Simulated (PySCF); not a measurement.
# Correlation energy of Te²⁺ (tellurium, charge +2)

[Kr] 4d10 5s2 5p2, high-spin 3P determinant. Calculation: PySCF 2.14, in def2-SVP with the def2 core potential (28 electrons) (4s4p2d, 26 functions); scalar relativity through the core potential. Frozen: 4s2 4p6 4d10; 4 electrons correlated.

MP2 pair energies summed by pair of shells (mhartree):

| pair | energy | share (%) |
| --- | --- | --- |
| 5s-5p | -21.52 | 61.0 |
| 5s-5s | -10.24 | 29.0 |
| 5p-5p | -3.52 | 10.0 |

Total MP2 correlation energy: -35.27 mhartree.

Same-spin part -5.68 and opposite-spin part -29.60 mhartree; SCS-MP2 scales them by 1/3 and 6/5 to -37.41 mhartree.

| level | correlation energy (mhartree) |
| --- | --- |
| CCSD | -49.31 |
| (T) | -0.43 |
| CCSD(T) | -49.74 |

Diagnostics: T1 = 0.0062, D1 = 0.0167, largest double amplitude 0.095.

Cost of the coupled-cluster step: 0.1 s of wall time on 1 thread of Neoverse-V2 (shared host), for 4 correlated electrons.

Iterations:

```
CC2 = 0
CCSD nocc = (np.int64(3), np.int64(1)), nmo = (17, 17)
frozen orbitals [[0, 1, 2, 3, 4, 5, 6, 7, 8], [0, 1, 2, 3, 4, 5, 6, 7, 8]]
max_cycle = 100
direct = 0
conv_tol = 1e-08
conv_tol_normt = 1e-06
diis_space = 8
diis_start_cycle = 0
Init t2, MP2 energy = -0.035272344130485
Init E_corr(UCCSD) = -0.0352723441355088
cycle = 1  E_corr(UCCSD) = -0.0449813773024121  dE = -0.00970903317  norm(t1,t2) = 0.0434067
cycle = 2  E_corr(UCCSD) = -0.0478117730960549  dE = -0.00283039579  norm(t1,t2) = 0.0154841
cycle = 3  E_corr(UCCSD) = -0.0493139519836382  dE = -0.00150217889  norm(t1,t2) = 0.00643219
cycle = 4  E_corr(UCCSD) = -0.0493048476799751  dE = 9.10430366e-06  norm(t1,t2) = 0.000991979
cycle = 5  E_corr(UCCSD) = -0.0493126378890464  dE = -7.79020907e-06  norm(t1,t2) = 0.000119892
cycle = 6  E_corr(UCCSD) = -0.0493102282703148  dE = 2.40961873e-06  norm(t1,t2) = 1.56642e-05
cycle = 7  E_corr(UCCSD) = -0.0493109926382603  dE = -7.64367946e-07  norm(t1,t2) = 2.63679e-06
cycle = 8  E_corr(UCCSD) = -0.0493108069018801  dE = 1.8573638e-07  norm(t1,t2) = 6.21444e-07
cycle = 9  E_corr(UCCSD) = -0.049310821391329  dE = -1.44894489e-08  norm(t1,t2) = 1.23473e-07
cycle = 10  E_corr(UCCSD) = -0.0493108366179057  dE = -1.52265766e-08  norm(t1,t2) = 6.51148e-08
cycle = 11  E_corr(UCCSD) = -0.0493108360928179  dE = 5.250878e-10  norm(t1,t2) = 1.11723e-08
UCCSD converged
E(UCCSD) = -266.0888546434966  E_corr = -0.04931083609281787
UCCSD(T) correction = -0.000434682769179105
```
